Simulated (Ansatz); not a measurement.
# Energy profile

The step: BH₃OF₂ ([OH2][BH]([F])[F]) + NH₃ → BNH₄OF₂ ([NH3][B]([OH])([F])[F]) + H₂; bonds formed: B1–N8, H2–H7, H5–N8; dative contacts that become bonds: B1–O6; bonds broken: B1–H2, H5–O6, H7–N8 (atoms numbered as in the saddle structure below).

```
11
angstrom
B -0.8542 -0.8381 -0.3959
H 0.0543 -0.1835 -1.2510
F -1.3393 -1.8184 -1.2126
F -1.7517 0.1601 -0.0775
H 0.8154 0.6294 1.1041
O -0.1334 -1.2778 0.7483
H 0.4272 0.5150 -0.6180
N 0.8230 1.2940 0.3308
H 0.1144 -2.1992 0.6622
H 1.7339 1.7210 0.2215
H 0.1104 1.9973 0.4880
```

Electronic energies by CCSD(T) at an estimated basis limit (MP2 extrapolated from triple and quadruple zeta, plus CCSD(T) − MP2 in triple zeta), on PBE0-D4/def2-TZVP structures; BNH6OF2, closed shell; no counterpoise correction. Ansatz 0.2.0; basis: def2-TZVPP and def2-QZVPP; cores frozen in the correlated methods. Extrapolation: Hartree–Fock as exp(−7.88 √X), correlation as X^−2.97.

**Question.** Give the profile in eV, counted from the separated reactants. (To be estimated.)

**Answer.** Computed:
```csv
point,eV
"separated: BHF2 (linked as [F][BH][F]; B1, H2, F3, F4; singlet) + H2O (H5, O6, H9; singlet) + NH3 (H7, N8, H10, H11; singlet)",0.000
start structure,-0.897
saddle,-0.245
end structure,-1.739
"separated: BHOF2 (linked as [OH][B]([F])[F]; B1, F3, F4, O6, H9; singlet) + H2 (H2, H7; singlet) + NH3 (H5, N8, H10, H11; singlet)",-1.069
```
The saddle lies below the separated reactants: the barrier is submerged.

No T1 diagnostic of these runs exceeds 0.014.

The step is the kind of ligand exchange by which a precursor binds to a hydroxyl group, or is hydrolysed, in atomic layer deposition of oxides.

For scale, one of the runs: CCSD(T)/def2-TZVPP, 239 basis functions, launched by `ansatz run in.yaml --threads 4 --pin off --events-out ev --progress --plain --max-ram 9574MiB`. The run took 3.5 min on 4 CPU threads of an Intel Xeon (shared host), with 5.1 GiB of host memory at its peak.
